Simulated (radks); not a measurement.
Neutral aluminium inside a hard spherical wall (all orbitals vanish at R), configuration held at [Ne] 3s2 3p1 and not refilled when levels cross. Calculated with a radial shooting solver on a logarithmic mesh with Libxc functionals: scalar-relativistic Kohn-Sham, PBE, spin-unpolarised, spherical densities, finite nucleus; Fermi nuclear charge, rms radius 3.061 fm. Eigenvalues in eV, with the zero of energy where the potential of the charges vanishes at infinity; a dash marks a level that is unbound or too diffuse for the functional's potential to be trusted. A positive occupied level is held by the wall or, in an anion where self-interaction has pushed it up, behind a barrier. The pressure on the wall is -dE/dV.

[
 {"R (bohr)": "free", "E (hartree)": "-242.68455", "kinetic (hartree)": "243.126", "e(2s)": "-108.17", "e(2p)": "-69.643", "e(3s)": "-7.753", "e(3p)": "-2.712", "e(4s, empty)": "-", "e(4p, empty)": "-", "pressure (GPa)": "0"},
 {"R (bohr)": "15", "E (hartree)": "-242.68454", "kinetic (hartree)": "243.126", "e(2s)": "-108.16", "e(2p)": "-69.641", "e(3s)": "-7.751", "e(3p)": "-2.710", "e(4s, empty)": "-0.180", "e(4p, empty)": "0.721", "pressure (GPa)": "0.000104"},
 {"R (bohr)": "12", "E (hartree)": "-242.68439", "kinetic (hartree)": "243.127", "e(2s)": "-108.14", "e(2p)": "-69.619", "e(3s)": "-7.734", "e(3p)": "-2.693", "e(4s, empty)": "0.175", "e(4p, empty)": "1.456", "pressure (GPa)": "0.00230"},
 {"R (bohr)": "10", "E (hartree)": "-242.68361", "kinetic (hartree)": "243.133", "e(2s)": "-108.06", "e(2p)": "-69.542", "e(3s)": "-7.679", "e(3p)": "-2.628", "e(4s, empty)": "0.861", "e(4p, empty)": "2.635", "pressure (GPa)": "0.0194"},
 {"R (bohr)": "8", "E (hartree)": "-242.67885", "kinetic (hartree)": "243.161", "e(2s)": "-107.76", "e(2p)": "-69.240", "e(3s)": "-7.475", "e(3p)": "-2.359", "e(4s, empty)": "2.712", "e(4p, empty)": "5.370", "pressure (GPa)": "0.194"},
 {"R (bohr)": "7", "E (hartree)": "-242.66973", "kinetic (hartree)": "243.210", "e(2s)": "-107.35", "e(2p)": "-68.825", "e(3s)": "-7.200", "e(3p)": "-1.976", "e(4s, empty)": "4.775", "e(4p, empty)": "8.115", "pressure (GPa)": "0.695"},
 {"R (bohr)": "6", "E (hartree)": "-242.64372", "kinetic (hartree)": "243.337", "e(2s)": "-106.47", "e(2p)": "-67.943", "e(3s)": "-6.597", "e(3p)": "-1.129", "e(4s, empty)": "8.655", "e(4p, empty)": "12.910", "pressure (GPa)": "2.78"},
 {"R (bohr)": "5", "E (hartree)": "-242.56403", "kinetic (hartree)": "243.671", "e(2s)": "-104.58", "e(2p)": "-66.050", "e(3s)": "-5.164", "e(3p)": "0.838", "e(4s, empty)": "16.526", "e(4p, empty)": "21.985", "pressure (GPa)": "12.6"},
 {"R (bohr)": "3.5", "E (hartree)": "-241.96992", "kinetic (hartree)": "245.574", "e(2s)": "-97.251", "e(2p)": "-58.703", "e(3s)": "2.697", "e(3p)": "10.832", "e(4s, empty)": "51.343", "e(4p, empty)": "58.928", "pressure (GPa)": "174"},
 {"R (bohr)": "2.5", "E (hartree)": "-239.84673", "kinetic (hartree)": "251.075", "e(2s)": "-84.852", "e(2p)": "-46.182", "e(3s)": "26.100", "e(3p)": "37.418", "e(4s, empty)": "134.05", "e(4p, empty)": "140.21", "pressure (GPa)": "1620"},
 {"R (bohr)": "1.5", "E (hartree)": "-224.99266", "kinetic (hartree)": "285.680", "e(2s)": "-42.559", "e(2p)": "-1.136", "e(3s)": "169.15", "e(3p)": "175.51", "e(4s, empty)": "514.70", "e(4p, empty)": "484.00", "pressure (GPa)": "41800"}
]
